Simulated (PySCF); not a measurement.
## Electron correlation in C (carbon, neutral)

[He] 2s2 2p1 3s1, high-spin 3P determinant (an excited configuration). All numbers are calculated (PySCF 2.14, the non-relativistic Hamiltonian (point nucleus), in aug-cc-pwCVQZ (9s8p6d4f2g, 109 functions)). Frozen: 1s2; 4 electrons correlated.

MP2 pair energies summed by pair of shells (mhartree):

| pair | energy | share (%) |
| --- | --- | --- |
| 2s-2s | -30.85 | 49.7 |
| 2s-2p | -23.93 | 38.5 |
| 2s-3s | -5.78 | 9.3 |
| 2p-3s | -1.55 | 2.5 |

Total MP2 correlation energy: -62.12 mhartree.

Same-spin part -6.73 and opposite-spin part -55.38 mhartree; SCS-MP2 scales them by 1/3 and 6/5 to -68.70 mhartree.
